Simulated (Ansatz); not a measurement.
`FB(F)N([SiH3])[SiH3]` → `FB(F)N[SiH3]` + `[SiH2]` at 298.15 K and 1 bar (silylene loss).

Computed with Ansatz on PBE0-D4/def2-TZVP structures; ΔE is electronic, products minus reactants. CCSD(T)/CBS adds triple-zeta CCSD(T) − MP2 to the extrapolated MP2 energy (def2 sets, frozen cores). This one scheme is used for every species. One conformer a species, not always the lowest.

| species | CCSD(T)/CBS energy (Eh) | H − E (kJ/mol) | S (J/(mol·K)) |
| --- | --- | --- | --- |
| `FB(F)N([SiH3])[SiH3]` | -861.05476 | 202.6 | 388.5 |
| `FB(F)N[SiH3]` | -570.75785 | 156.4 | 340.4 |
| `[SiH2]` | -290.19011 | 40.6 | 207.5 |

H − E and S are ideal-gas, rigid-rotor, harmonic terms from PBE0-D4/def2-TZVP, for one conformer and one mirror image of each species. 1 Eh = 2625.50 kJ/mol, R = 8.31446 J/(mol·K).

Question: By hand: ΔE, ΔH, ΔS and ΔG.

Answer: ΔE = (-570.75785) + (-290.19011) − (-861.05476) = 0.10680 Eh = 280.4 kJ/mol. Δ(H − E) = 156.4 + 40.6 − 202.6 = -5.6, so ΔH = 274.8 kJ/mol. ΔS = 340.4 + 207.5 − 388.5 = 159.4 J/(mol·K). ΔG = 274.8 − 298.15 × (159.4)/1000 = 227.3 kJ/mol.

Question: By hand: the equilibrium constant, and the temperature at which ΔG would vanish if ΔH and ΔS stayed fixed.

Answer: log₁₀ K = −ΔG/(RT ln 10) = -39.8. ΔG = 0 at ΔH/ΔS = 1724 K.

The number of gas molecules changes by +1, which sets the sign of ΔS. A doubt of 5 kJ/mol in ΔE shifts log₁₀ K by 0.9 here. Other conformers and mirror images would add mixing entropy, several J/(mol·K) or more a flexible species. Modes under 60 cm⁻¹, often nearly free rotors, make the harmonic entropy too high. These are equilibria of isolated gas molecules and say nothing of rates. Largest T1 diagnostic: 0.014 (customary marks: 0.02 for closed shells, 0.045 for open ones).
